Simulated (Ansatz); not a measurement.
Mulliken charges of F3Ge2H3 (`[F][Ge]([F])([F])[GeH3]`) from r2SCAN/def2-TZVPP in Ansatz (PBE0-D4/def2-TZVP geometry).

| atom | x (Å) | y (Å) | z (Å) | charge (e) |
| --- | --- | --- | --- | --- |
| F1 | 1.396 | -1.035 | 1.662 | -0.349 |
| Ge2 | 0.580 | -0.956 | 0.151 | 0.964 |
| F3 | -0.401 | -2.368 | 0.109 | -0.349 |
| F4 | 1.804 | -1.238 | -1.024 | -0.349 |
| Ge5 | -0.650 | 1.099 | -0.191 | -0.012 |
| H6 | -1.688 | 1.192 | 0.928 | 0.031 |
| H7 | 0.361 | 2.244 | -0.124 | 0.031 |
| H8 | -1.309 | 1.004 | -1.568 | 0.031 |

**Question.** By hand: the dipole of these point charges (1 e Å = 4.8032 D).

**Answer.** Σ q r = (-0.492, 0.823, -0.137) e Å, of length 0.969 e Å = 4.65 D.

**Question.** How does the dipole of the full density compare? (Estimate.)

**Answer.** The calculation gave: (-0.425, 0.711, -0.118) e Å, 4.02 D; the point charges give 1.16 times that, at 0° from its direction.

Point charges leave out the atoms' own dipoles, such as those of lone pairs, and Mulliken's split depends on the basis, so the two needn't agree.
